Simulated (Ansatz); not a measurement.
Wavefunction ladder for `NC(O)S[SiH3]`

```xyz
12

N    -0.4687   -0.1934    2.1633
C    -0.0753    0.2005    0.8540
O     1.2141   -0.2556    0.5744
S    -1.1783   -0.4701   -0.4692
Si    0.0205   -0.0004   -2.1717
H    -0.6144   -1.1950    2.2158
H    -1.3088    0.2815    2.4653
H    -0.1375    1.2928    0.7890
H     1.7594   -0.0189    1.3344
H     0.5262    1.3926   -2.0554
H     1.1586   -0.9298   -2.3635
H    -0.8960   -0.1042   -3.3365
```

The species carries charge 0 and has multiplicity 1. The geometry is a stationary point of PBE0-D4/def2-TZVP. It is one conformer, not always the lowest. Frozen core, restricted reference, Ansatz 0.2.0. CBS rows extrapolate triple and quadruple zeta; past MP2 they add the triple-zeta difference.

```csv
basis,HF (Eh),MP2 corr.
def2-TZVPP,-857.82643,-0.93059
def2-QZVPP,-857.85479,-1.00240
```

Q: Estimate the CCSD correlation energy and the (T) correction in each basis where they were run (hartree).

A: 
```tsv
basis	CCSD corr.	(T)
def2-TZVPP	-0.97988	-0.04020
CBS(def2)	-1.10488	as TZ
```
